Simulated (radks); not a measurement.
All-electron atom: Si0.75+ in [Ne] 3s2 3p(up 0.75, down 0.5) (fractional occupations, a model configuration).

Method: non-relativistic Kohn-Sham, r2SCAN, spin-polarised, spherical densities, point nucleus; meta-GGA in the generalised Kohn-Sham scheme; computed with a radial shooting solver on a logarithmic mesh with Libxc functionals.

Energy parts (eV):
total: -7867.324
kinetic: 7856.077
electron-nucleus: -18662.434
Hartree: 3498.023
exchange-correlation: -558.989

Orbitals (lengths in bohr, moments of r in powers of bohr):
orbital  occ.  eigenvalue (eV)     <r>    <r^2>      <r^4>
1s up       1        -1799.540  0.1116  0.01677  0.0007298
1s down     1        -1799.510  0.1116  0.01677  0.0007297
2s up       1        -149.8087  0.5672   0.3842     0.2728
2s down     1        -149.7865  0.5672   0.3841     0.2726
2p up       3        -104.6887  0.5367   0.3630     0.2940
2p down     3        -104.6482  0.5367   0.3629     0.2935
3s up       1         -17.2857   2.111    5.141      43.49
3s down     1         -16.9671   2.111    5.144      43.64
3p up    0.75          -9.7452   2.511    7.384      94.99
3p down   0.5          -9.4265   2.515    7.420      96.64

The highest occupied level is 3p down at -9.426 eV. The electron density at the nucleus is 1768 e/bohr^3. Virial ratio -V/T = 2.00143. The spin density at the nucleus is -0.00872 e/bohr^3 (1s -0.01808, 2s 0.01817, 3s -0.00881), a Fermi contact field of -0.457 T. The density falls to 0.001 e/bohr^3 at r = 4.06 bohr.
